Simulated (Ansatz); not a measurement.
Ansatz (a first-principles code) input (B3LYP-D3(BJ)/def2-TZVP):

Ansatz 0.2 input:
```yaml
crystal:
  periodic: [false, false, false]
  atoms:
    - {symbol: C, position_ang: [-1.11355173, 0.15985770, 0.33357568]}
    - {symbol: C, position_ang: [0.07448119, -0.23500780, -0.53248082]}
    - {symbol: C, position_ang: [1.39265385, 0.03062150, 0.13391402]}
    - {symbol: O, position_ang: [1.54659900, 0.50283907, 1.22345697]}
    - {symbol: H, position_ang: [-1.10325895, -0.40427890, 1.26262832]}
    - {symbol: H, position_ang: [-1.06041960, 1.21683196, 0.58111294]}
    - {symbol: H, position_ang: [-2.04825802, -0.03398057, -0.18598085]}
    - {symbol: H, position_ang: [0.06831945, 0.31283493, -1.47926232]}
    - {symbol: H, position_ang: [0.04039251, -1.29919743, -0.78314673]}
    - {symbol: H, position_ang: [2.26291852, -0.25802384, -0.49234739]}
basis:
  gaussian:
    orbitals: def2-TZVP
hamiltonian:
  xc: b3lyp
  dispersion: d3bj
relax: {f_tol: 0.002, max_steps: 150}
```

End of the output:

```
mean field -5257.98834160 eV, -193.2275075613 hartree, gradient 1.5e-5 eV, S^2 0.000000; 1 other end points of the search recorded, 0 dependent functions left out
the calculation of the forces begins
reference -5257.98859004 eV, -193.2275166914 hartree; 16, 16 occupied and 144, 144 virtual orbitals, 955 factors
Total energy: -5258.26078531 eV, -193.2375196830 hartree
Atom 0 at    -1.122967     0.161904     0.336155 Å, force    -0.000209     0.000057     0.000004 eV/Å
Atom 1 at     0.072020    -0.227822    -0.519748 Å, force     0.000339     0.000145     0.000499 eV/Å
Atom 2 at     1.408591     0.023656     0.123688 Å, force    -0.000666    -0.000342    -0.000796 eV/Å
Atom 3 at     1.568364     0.492379     1.220647 Å, force     0.000035     0.000005     0.000472 eV/Å
Atom 4 at    -1.125350    -0.391084     1.275465 Å, force     0.000237     0.000253    -0.000042 eV/Å
Atom 5 at    -1.093841     1.222832     0.584490 Å, force    -0.000064    -0.000091    -0.000121 eV/Å
Atom 6 at    -2.056323    -0.044463    -0.188323 Å, force     0.000106    -0.000098     0.000127 eV/Å
Atom 7 at     0.077187     0.305742    -1.478709 Å, force     0.000213     0.000267    -0.000120 eV/Å
Atom 8 at     0.047473    -1.290239    -0.793552 Å, force     0.000163    -0.000246    -0.000038 eV/Å
Atom 9 at     2.284723    -0.260408    -0.498643 Å, force    -0.000153     0.000049     0.000015 eV/Å
Dipole moment:    -0.202064    -0.205955    -0.487850 e Å
```
